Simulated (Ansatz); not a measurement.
`[F][GeH3]` + `N=C=S` → `S=C=[N][GeH3]` + H–F  (ligand exchange at a Ge–F bond)

Program: Ansatz. Geometries: PBE0-D4/def2-TZVP. ΔE: electronic, gas phase. CCSD(T)/CBS is the MP2 limit (def2-TZVPP, def2-QZVPP) plus CCSD(T) − MP2 in def2-TZVPP, frozen cores. This one scheme is used for every species. For Ge outer-core shells are correlated without core-valence functions, which leaves a few kJ/mol of doubt a bond. Scalar relativity is left out up to krypton. Each species was taken in one conformer, which may not be the lowest.

```csv
species,CCSD(T)/CBS(def2) energy (Eh)
`[F][GeH3]`,-2177.72589
`N=C=S`,-491.10712
`S=C=[N][GeH3]`,-2568.43840
H–F,-100.39570
```

Question: Work out ΔE.

Answer: ΔE = (-2568.43840) + (-100.39570) − (-2177.72589) − (-491.10712) = -0.00109 Eh = -0.03 eV.

Largest T1 diagnostic among the species: 0.019.

At CCSD(T), def2-SVP lies +0.12 eV from the extrapolated value and def2-TZVPP +0.01 eV. In def2-TZVPP, CCSD(T) changes the Hartree–Fock value by −0.06 eV (the triples alone add +0.01 eV) and MP2 by −0.12 eV. Leaving LDA and LC-ωPBE aside and taking each functional with its dispersion term where it has one, the values, not all of them listed here, spread over 0.21 eV, from PBE-QIDH to B97M-V. LDA lies −0.06 eV from PBE without D4.
